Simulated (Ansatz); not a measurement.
`[BH2][AlH][BH]O` + `[SiH3][GeH3]` → `O[BH][GeH3]` + `[BH2][AlH][SiH3]`  (redistribution)

Isolated molecules relaxed with PBE0-D4/def2-TZVP in Ansatz; ΔE leaves out vibrations. CCSD(T)/CBS adds triple-zeta CCSD(T) − MP2 to the extrapolated MP2 energy (def2 sets, frozen cores). Functionals use def2-TZVPP. For Ge outer-core shells are correlated without core-valence functions, which leaves a few kJ/mol of doubt a bond. Scalar relativity is left out up to krypton. One conformer a species, not always the lowest.

Task: Is it downhill or uphill in electronic energy at CCSD(T)/CBS, and by how much? (An estimate is asked.)

Result: Ansatz gave: Downhill: ΔE = -4.2 kcal/mol.

Task: What do these levels give: revPBE-D4, BLYP-D4, ωB97X-V, HF/def2-SVP, CCSD/def2-SVP, SCS-MP2/def2-QZVPP? (Estimate.)

Result: Ansatz gave: revPBE-D4 -3.9, BLYP-D4 -3.4, ωB97X-V -3.9, HF/def2-SVP -4.0, CCSD/def2-SVP -4.2, SCS-MP2/def2-QZVPP -3.9 kcal/mol.

Largest T1 diagnostic among the species: 0.014.

Leaving LDA and LC-ωPBE aside and taking each functional with its dispersion term where it has one, the values, not all of them listed here, spread over 1.8 kcal/mol, from B97M-V to BLYP-D4.
